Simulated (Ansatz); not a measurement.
```yaml
crystal:
  periodic: [false, false, false]
  atoms:
    - {symbol: Te, position_ang: [-2.351071, 0.208389, 0.043092]}
    - {symbol: C, position_ang: [-0.279846, -0.009003, 0.065364]}
    - {symbol: C, position_ang: [0.527596, -0.482230, 1.062133]}
    - {symbol: Al, position_ang: [1.522310, 0.000047, -0.420050]}
    - {symbol: H, position_ang: [-2.381533, 0.818320, -1.497501]}
    - {symbol: H, position_ang: [0.265018, -0.845337, 2.053311]}
    - {symbol: H, position_ang: [-2.051071, 0.208389, 0.343092]}
basis:
  gaussian: {orbitals: def2-SVP}
hamiltonian: {xc: {name: B3LYP5}, pseudopotentials: {relativity: scalar}}
output: {forces: true}
```

```sh
$ ansatz run in.yaml --threads 2 --pin off --events-out ev --progress --plain --max-ram 4352MiB
```

Shortened log:

```
Functional definition: B3LYP5
937 factors; integrals over basis functions are off by at most 8.6e-4 eV
mean field evaluation 1: about -15792.3281 eV, gradient 6.5e1 eV
mean field evaluation 2: about -15709.0955 eV, gradient 1.5e2 eV
mean field evaluation 4: about -15793.8890 eV, gradient 4.7e1 eV
mean field evaluation 8: about -15805.0873 eV, gradient 2.7e-1 eV
mean field evaluation 16: about -15805.2010 eV, gradient 2.4e-4 eV
mean field -15805.20102159 eV, -580.8304243932 hartree, gradient 8.8e-6 eV, S^2 0.000000; 0 other end points of the search recorded, 0 dependent functions left out
reference -15805.20124818 eV, -580.8304327206 hartree; 26, 26 occupied and 61, 61 virtual orbitals, 937 factors
Total energy: -15805.20124818 eV, -580.8304327206 hartree
Relativity: scalar
Atom 0 at    -2.351071     0.208389     0.043092 Å, force  -897.238130    -0.586848  -894.732916 eV/Å
Atom 1 at    -0.279846    -0.009003     0.065364 Å, force     1.564461    -1.198906     2.196448 eV/Å
Atom 2 at     0.527596    -0.482230     1.062133 Å, force    -3.420918     0.281089     0.371251 eV/Å
Atom 3 at     1.522310     0.000047    -0.420050 Å, force     3.668534     0.796756    -2.928504 eV/Å
Atom 4 at    -2.381533     0.818320    -1.497501 Å, force    -0.011818     0.253213    -0.296859 eV/Å
Atom 5 at     0.265018    -0.845337     2.053311 Å, force     0.079640    -0.161385     0.317110 eV/Å
Atom 6 at    -2.051071     0.208389     0.343092 Å, force   895.358231     0.616082   895.073470 eV/Å
Dipole moment:    -1.169194     0.024388     0.311877 e Å
```

What is wrong with this run?

One atom was put on top of another. The run converged. The result belongs to that input, not to the molecule as meant.

B3LYP here is the variant with VWN-RPA as its local correlation; programs differ in this.
